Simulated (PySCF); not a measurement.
**Highest orbital energy against ionisation energy along group 13**

Calculated with PySCF 2.14, no spin-orbit coupling. Each cell gives −ε(HOMO) / ΔSCF in eV; NIST values include spin-orbit coupling, (s) semi-empirical, (t) theoretical.

| species | UHF | LDA | PBE | PBE0 | r2SCAN | NIST (lowest levels) |
| --- | --- | --- | --- | --- | --- | --- |
| B²⁺ (x2c-TZVPPall, spin-free X2C) | 37.825 / 37.821 | 32.359 / 37.891 | 32.649 / 38.278 | 34.050 / 38.223 | 32.888 / 37.851 | 37.931 |
| Al²⁺ (x2c-TZVPPall, spin-free X2C) | 28.090 / 28.070 | 24.617 / 28.828 | 24.506 / 28.827 | 25.508 / 28.697 | 24.682 / 28.400 | 28.448 |
| Ga²⁺ (x2c-TZVPPall, spin-free X2C) | 29.739 / 29.626 | 27.001 / 31.869 | 26.668 / 31.547 | 27.582 / 31.161 | 27.052 / 31.287 | 30.726 |
| In²⁺ (x2c-TZVPPall, spin-free X2C) | 26.807 / 26.662 | 24.560 / 28.965 | 24.152 / 28.543 | 24.988 / 28.205 | 24.391 / 28.239 | 28.044 |
| Tl²⁺ (x2c-TZVPPall, spin-free X2C) | 28.473 / 28.217 | 26.206 / 30.846 | 25.814 / 30.380 | 26.691 / 30.019 | 26.136 / 30.259 | 29.852 |

Question: How far is −ε(HOMO) from ΔSCF on average for each method, and why?

Answer: UHF 0.11 eV; LDA -4.73 eV; PBE -4.76 eV; PBE0 -3.50 eV; r2SCAN -4.18 eV. Hartree-Fock orbital energies lack relaxation and so exceed the ΔSCF value; semilocal functionals have convex E(N) from self-interaction, so their HOMO lies far too high; exact exchange moves hybrids part of the way back.
